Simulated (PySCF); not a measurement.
A PySCF script (with the pyscf-properties extension) for the NMR shieldings of `C#CCP(C)C(=C)C`, C7H11P, on a GFN2-xTB geometry:

```python
import basis_set_exchange as bse
import numpy as np
from pyscf import gto, dft
from pyscf.prop import nmr

atoms = """
C    -1.747656    1.196859    1.787516
C    -1.706673    1.049597    0.599587
C    -1.626987    0.830376   -0.820739
P    -0.302670   -0.401808   -1.318127
C    -0.819131   -1.781396   -0.191493
C     1.140971    0.220643   -0.369959
C     1.329675    1.503491   -0.095093
C     2.176501   -0.819918   -0.062236
H    -1.799220    1.348975    2.823822
H    -1.430872    1.769390   -1.346240
H    -2.575118    0.427397   -1.193535
H    -0.104568   -2.598298   -0.261218
H    -0.895259   -1.434401    0.838114
H    -1.790065   -2.146474   -0.524206
H     2.228769    1.843992    0.395486
H     0.605913    2.265266   -0.324098
H     1.884525   -1.394621    0.816592
H     2.280494   -1.511336   -0.898434
H     3.141567   -0.358481    0.136798
"""
names = dict.fromkeys(["C", "P", "H"], "pcSseg-1")
basis = {el: gto.basis.parse(bse.get_basis(n, elements=[el], fmt="nwchem")) for el, n in names.items()}
mol = gto.M(atom=atoms, basis=basis, charge=0, verbose=0)
mf = dft.RKS(mol, xc="PBE0")
mf.grids.level = 2
mf.grids.alignment = dft.numint.BLKSIZE   # the property module wants whole blocks of grid points
mf.conv_tol = 1e-9
mf.kernel()

calc = nmr.RKS(mf)   # GIAO
C = mf.mo_coeff
Co = C[:, mf.mo_occ > 0]
resp = mf.gen_response(singlet=True, hermi=2)
def vind(x):   # induced exchange potential for any number of trial vectors
    d = np.einsum("pi,xij,qj->xpq", C, 2 * x.reshape(-1, C.shape[1], Co.shape[1]), Co, optimize=True)
    return np.einsum("xpq,pi,qj->xij", resp(d - d.transpose(0, 2, 1)), C, Co, optimize=True).ravel()
mo1, _ = nmr.rhf.solve_mo1(calc, with_cphf=vind)
sigma = calc.kernel(mo1)
for i, s in enumerate(sigma):   # ppm
    print("%2d %-2s %9.2f" % (i, mol.atom_pure_symbol(i), np.trace(s) / 3))
```

Task: What does it print?

Result: 
```
 0 C     109.53
 1 C     103.07
 2 C     168.19
 3 P     357.31
 4 C     175.73
 5 C      34.76
 6 C      60.92
 7 C     162.40
 8 H      30.25
 9 H      28.93
10 H      29.37
11 H      30.45
12 H      29.70
13 H      30.99
14 H      25.82
15 H      26.39
16 H      29.78
17 H      30.02
18 H      29.74
```

These numbers come from an equivalent density-fitted implementation of the same equations, which agrees with the script to about 0.01 ppm for H and up to a few tenths of a ppm for heavy atoms, so last digits may differ.

Size and cost of the density-fitted run: 198 basis functions, about 2 core-minutes.
